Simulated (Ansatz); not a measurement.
## Molecular dynamics of CH5BF3N

Input:

```yaml
crystal:
  periodic: [false, false, false]
  atoms:
    - { symbol: B, position_ang: [-1.144078, 0.323315, 0.405321] }
    - { symbol: F, position_ang: [-1.207475, -1.286746, 1.23205] }
    - { symbol: F, position_ang: [-1.814008, 0.142113, -0.73465] }
    - { symbol: F, position_ang: [-1.631087, 1.173495, 1.313571] }
    - { symbol: H, position_ang: [-0.184367, -1.009576, 1.009396] }
    - { symbol: "N", position_ang: [0.354854, 0.125257, 0.37654] }
    - { symbol: C, position_ang: [1.059619, -0.017502, -0.901439] }
    - { symbol: H, position_ang: [0.840271, 0.744267, 1.025377] }
    - { symbol: H, position_ang: [2.069967, -0.423625, -0.741797] }
    - { symbol: H, position_ang: [1.149119, 0.942426, -1.437231] }
    - { symbol: H, position_ang: [0.507086, -0.713321, -1.547138] }
basis:
  gaussian: { orbitals: def2-SVP }
hamiltonian:
  xc: b3lyp
md:
  timestep: 0.5
  n_steps: 200
  ensemble: nve
  temperature: 100.0
  initial_velocities: maxwell_boltzmann
  seed: 10184
```

Launched with:

```bash
$ ansatz run input.yaml --threads 2 --pin off --max-ram 3072MiB --backend cpu --events-out ev --progress --plain --runs-dir out
```

It starts at the highest image of a converged band. Of that band: Neighbouring images differ by up to 1.2 eV, so the band resolves the path poorly. A vibrational analysis at the climbing image gives one clearly imaginary mode, 754i cm⁻¹: a first-order saddle point.

Output, in part (one step line in 4, the closing report, with atoms numbered from 0):

```
md step     0: t =     0.00 fs  T =   100.0 K  F+E_penalty+E_count = -11431.03055159 eV  E_kin = 0.116334 eV  conserved = -11430.91421759 eV  (26 SCF iters)
md step     4: t =     2.00 fs  T =    78.3 K  F+E_penalty+E_count = -11431.00495993 eV  E_kin = 0.091040 eV  conserved = -11430.91391948 eV  (31 SCF iters)
md step     8: t =     4.00 fs  T =    56.8 K  F+E_penalty+E_count = -11430.98001651 eV  E_kin = 0.066125 eV  conserved = -11430.91389136 eV  (24 SCF iters)
md step    12: t =     6.00 fs  T =    45.5 K  F+E_penalty+E_count = -11430.96696933 eV  E_kin = 0.052968 eV  conserved = -11430.91400175 eV  (24 SCF iters)
md step    16: t =     8.00 fs  T =    34.7 K  F+E_penalty+E_count = -11430.95414028 eV  E_kin = 0.040397 eV  conserved = -11430.91374375 eV  (23 SCF iters)
md step    20: t =    10.00 fs  T =    56.0 K  F+E_penalty+E_count = -11430.97925447 eV  E_kin = 0.065197 eV  conserved = -11430.91405706 eV  (28 SCF iters)
md step    24: t =    12.00 fs  T =    66.4 K  F+E_penalty+E_count = -11430.99118919 eV  E_kin = 0.077213 eV  conserved = -11430.91397613 eV  (23 SCF iters)
md step    28: t =    14.00 fs  T =    70.8 K  F+E_penalty+E_count = -11430.99627955 eV  E_kin = 0.082389 eV  conserved = -11430.91389061 eV  (24 SCF iters)
md step    32: t =    16.00 fs  T =    81.8 K  F+E_penalty+E_count = -11431.00923640 eV  E_kin = 0.095144 eV  conserved = -11430.91409222 eV  (31 SCF iters)
md step    36: t =    18.00 fs  T =    73.1 K  F+E_penalty+E_count = -11430.99885791 eV  E_kin = 0.085016 eV  conserved = -11430.91384197 eV  (23 SCF iters)
md step    40: t =    20.00 fs  T =    82.8 K  F+E_penalty+E_count = -11431.01022201 eV  E_kin = 0.096332 eV  conserved = -11430.91388976 eV  (23 SCF iters)
md step    44: t =    22.00 fs  T =   105.1 K  F+E_penalty+E_count = -11431.03636945 eV  E_kin = 0.122315 eV  conserved = -11430.91405489 eV  (27 SCF iters)
md step    48: t =    24.00 fs  T =   114.9 K  F+E_penalty+E_count = -11431.04746623 eV  E_kin = 0.133648 eV  conserved = -11430.91381793 eV  (24 SCF iters)
md step    52: t =    26.00 fs  T =   144.2 K  F+E_penalty+E_count = -11431.08181152 eV  E_kin = 0.167811 eV  conserved = -11430.91400080 eV  (31 SCF iters)
md step    56: t =    28.00 fs  T =   166.7 K  F+E_penalty+E_count = -11431.10798567 eV  E_kin = 0.193956 eV  conserved = -11430.91402917 eV  (31 SCF iters)
md step    60: t =    30.00 fs  T =   181.9 K  F+E_penalty+E_count = -11431.12541447 eV  E_kin = 0.211596 eV  conserved = -11430.91381820 eV  (31 SCF iters)
md step    64: t =    32.00 fs  T =   214.4 K  F+E_penalty+E_count = -11431.16354827 eV  E_kin = 0.249390 eV  conserved = -11430.91415822 eV  (31 SCF iters)
md step    68: t =    34.00 fs  T =   219.2 K  F+E_penalty+E_count = -11431.16890162 eV  E_kin = 0.254997 eV  conserved = -11430.91390506 eV  (31 SCF iters)
md step    72: t =    36.00 fs  T =   228.2 K  F+E_penalty+E_count = -11431.17945302 eV  E_kin = 0.265523 eV  conserved = -11430.91393025 eV  (32 SCF iters)
md step    76: t =    38.00 fs  T =   240.6 K  F+E_penalty+E_count = -11431.19393682 eV  E_kin = 0.279877 eV  conserved = -11430.91405995 eV  (32 SCF iters)
md step    80: t =    40.00 fs  T =   242.8 K  F+E_penalty+E_count = -11431.19620903 eV  E_kin = 0.282430 eV  conserved = -11430.91377893 eV  (24 SCF iters)
md step    84: t =    42.00 fs  T =   271.4 K  F+E_penalty+E_count = -11431.22978065 eV  E_kin = 0.315722 eV  conserved = -11430.91405819 eV  (23 SCF iters)
md step    88: t =    44.00 fs  T =   289.0 K  F+E_penalty+E_count = -11431.25022810 eV  E_kin = 0.336229 eV  conserved = -11430.91399871 eV  (23 SCF iters)
md step    92: t =    46.00 fs  T =   296.6 K  F+E_penalty+E_count = -11431.25894664 eV  E_kin = 0.345004 eV  conserved = -11430.91394304 eV  (31 SCF iters)
md step    96: t =    48.00 fs  T =   304.1 K  F+E_penalty+E_count = -11431.26778734 eV  E_kin = 0.353742 eV  conserved = -11430.91404519 eV  (31 SCF iters)
md step   100: t =    50.00 fs  T =   296.8 K  F+E_penalty+E_count = -11431.25923375 eV  E_kin = 0.345319 eV  conserved = -11430.91391507 eV  (31 SCF iters)
md step   104: t =    52.00 fs  T =   299.5 K  F+E_penalty+E_count = -11431.26227488 eV  E_kin = 0.348409 eV  conserved = -11430.91386601 eV  (24 SCF iters)
md step   108: t =    54.00 fs  T =   317.4 K  F+E_penalty+E_count = -11431.28336677 eV  E_kin = 0.369276 eV  conserved = -11430.91409080 eV  (31 SCF iters)
md step   112: t =    56.00 fs  T =   317.3 K  F+E_penalty+E_count = -11431.28296627 eV  E_kin = 0.369072 eV  conserved = -11430.91389431 eV  (31 SCF iters)
md step   116: t =    58.00 fs  T =   321.3 K  F+E_penalty+E_count = -11431.28785291 eV  E_kin = 0.373799 eV  conserved = -11430.91405430 eV  (31 SCF iters)
md step   120: t =    60.00 fs  T =   308.3 K  F+E_penalty+E_count = -11431.27270220 eV  E_kin = 0.358690 eV  conserved = -11430.91401241 eV  (24 SCF iters)
md step   124: t =    62.00 fs  T =   288.8 K  F+E_penalty+E_count = -11431.24977030 eV  E_kin = 0.335969 eV  conserved = -11430.91380150 eV  (23 SCF iters)
md step   128: t =    64.00 fs  T =   291.7 K  F+E_penalty+E_count = -11431.25341240 eV  E_kin = 0.339351 eV  conserved = -11430.91406182 eV  (23 SCF iters)
md step   132: t =    66.00 fs  T =   284.4 K  F+E_penalty+E_count = -11431.24467562 eV  E_kin = 0.330800 eV  conserved = -11430.91387611 eV  (23 SCF iters)
md step   136: t =    68.00 fs  T =   286.5 K  F+E_penalty+E_count = -11431.24728849 eV  E_kin = 0.333319 eV  conserved = -11430.91396906 eV  (23 SCF iters)
md step   140: t =    70.00 fs  T =   286.0 K  F+E_penalty+E_count = -11431.24676039 eV  E_kin = 0.332706 eV  conserved = -11430.91405429 eV  (23 SCF iters)
md step   144: t =    72.00 fs  T =   270.6 K  F+E_penalty+E_count = -11431.22865876 eV  E_kin = 0.314790 eV  conserved = -11430.91386904 eV  (23 SCF iters)
md step   148: t =    74.00 fs  T =   268.5 K  F+E_penalty+E_count = -11431.22634039 eV  E_kin = 0.312372 eV  conserved = -11430.91396801 eV  (24 SCF iters)
md step   152: t =    76.00 fs  T =   265.6 K  F+E_penalty+E_count = -11431.22303044 eV  E_kin = 0.309015 eV  conserved = -11430.91401527 eV  (23 SCF iters)
md step   156: t =    78.00 fs  T =   255.6 K  F+E_penalty+E_count = -11431.21123026 eV  E_kin = 0.297383 eV  conserved = -11430.91384744 eV  (23 SCF iters)
md step   160: t =    80.00 fs  T =   258.4 K  F+E_penalty+E_count = -11431.21468499 eV  E_kin = 0.300582 eV  conserved = -11430.91410311 eV  (23 SCF iters)
md step   164: t =    82.00 fs  T =   241.4 K  F+E_penalty+E_count = -11431.19471506 eV  E_kin = 0.280848 eV  conserved = -11430.91386734 eV  (23 SCF iters)
md step   168: t =    84.00 fs  T =   235.9 K  F+E_penalty+E_count = -11431.18838141 eV  E_kin = 0.274462 eV  conserved = -11430.91391954 eV  (23 SCF iters)
md step   172: t =    86.00 fs  T =   240.0 K  F+E_penalty+E_count = -11431.19317915 eV  E_kin = 0.279194 eV  conserved = -11430.91398477 eV  (23 SCF iters)
md step   176: t =    88.00 fs  T =   239.9 K  F+E_penalty+E_count = -11431.19303998 eV  E_kin = 0.279108 eV  conserved = -11430.91393172 eV  (23 SCF iters)
md step   180: t =    90.00 fs  T =   243.1 K  F+E_penalty+E_count = -11431.19683703 eV  E_kin = 0.282851 eV  conserved = -11430.91398632 eV  (23 SCF iters)
md step   184: t =    92.00 fs  T =   236.5 K  F+E_penalty+E_count = -11431.18917494 eV  E_kin = 0.275089 eV  conserved = -11430.91408573 eV  (23 SCF iters)
md step   188: t =    94.00 fs  T =   212.9 K  F+E_penalty+E_count = -11431.16152764 eV  E_kin = 0.247727 eV  conserved = -11430.91380079 eV  (23 SCF iters)
md step   192: t =    96.00 fs  T =   210.7 K  F+E_penalty+E_count = -11431.15917071 eV  E_kin = 0.245161 eV  conserved = -11430.91400959 eV  (23 SCF iters)
md step   196: t =    98.00 fs  T =   207.4 K  F+E_penalty+E_count = -11431.15512672 eV  E_kin = 0.241258 eV  conserved = -11430.91386839 eV  (23 SCF iters)
md step   200: t =   100.00 fs  T =   217.1 K  F+E_penalty+E_count = -11431.16648855 eV  E_kin = 0.252547 eV  conserved = -11430.91394105 eV  (28 SCF iters)
Total energy: -11431.16671015 eV, -420.0876282747 hartree
Atom 0 at    -1.043733     0.759562     0.179721 Å, force     0.422707     0.212251     0.572391 eV/Å
Atom 1 at    -1.308731    -2.185095     1.639648 Å, force    -0.144755     0.045304    -0.044204 eV/Å
Atom 2 at    -1.799951     0.338236    -0.815019 Å, force    -0.303238    -0.161376    -0.292648 eV/Å
Atom 3 at    -1.592866     1.363454     1.222219 Å, force    -0.549555     0.228307     0.237200 eV/Å
Atom 4 at    -0.472526    -1.824874     1.489803 Å, force     0.199965     0.144062    -0.041182 eV/Å
Atom 5 at     0.343614     0.603030     0.181017 Å, force     0.270729    -0.635185    -0.643859 eV/Å
Atom 6 at     1.070801    -0.062309    -0.889673 Å, force     0.453238    -0.550517     0.455074 eV/Å
Atom 7 at     0.912911     1.005207     0.911919 Å, force    -0.049896     0.136112     0.153132 eV/Å
Atom 8 at     1.871717    -0.733003    -0.471902 Å, force    -0.520231     0.292576    -0.317495 eV/Å
Atom 9 at     1.565113     0.628237    -1.578454 Å, force     0.173725     0.348124    -0.166401 eV/Å
Atom 10 at     0.374807    -0.663932    -1.492354 Å, force     0.047311    -0.059657     0.087992 eV/Å
Dipole moment:     0.849836     0.098604    -0.114477 e Å
```

All steps were run. The conserved energy stayed within 0.043 meV per atom of its start (net change 0.025 meV per atom), so the integration is sound. The system heated up, since it started high on the potential surface and ran downhill. A run of 0.1 ps of so small a system gives no equilibrium averages. The orbitals stay closed-shell, which can raise the energy where a bond breaks towards radicals; this wasn't checked here.

The step under study would form B1–N6, F2–H5 and break B1–F2, H5–N6. These pairs go: B1–N6 1.51 → 1.40 Å, F2–H5 1.08 → 0.92 Å, B1–F2 1.81 → 3.30 Å, H5–N6 1.41 → 2.88 Å. In the last frame they stand as after the step (other bonds may differ from the relaxed reactants and products). It ends as CH4BF2N + FH. Pairs count as bonded within 1.25 times the sum of covalent radii (0.12 Å more for H–H).

Last frame:

```xyz
11
Properties=species:S:1:pos:R:3
B -1.044 0.760 0.180
F -1.309 -2.185 1.640
F -1.800 0.338 -0.815
F -1.593 1.363 1.222
H -0.472 -1.825 1.490
N 0.344 0.603 0.181
C 1.071 -0.062 -0.890
H 0.913 1.005 0.912
H 1.872 -0.733 -0.472
H 1.565 0.628 -1.579
H 0.375 -0.664 -1.492
```

Time of the run: 7.2 min on 2 threads of Intel(R) Xeon(R) Platinum 8488C (Sapphire Rapids), on a shared host, peak memory 0.28 GiB.
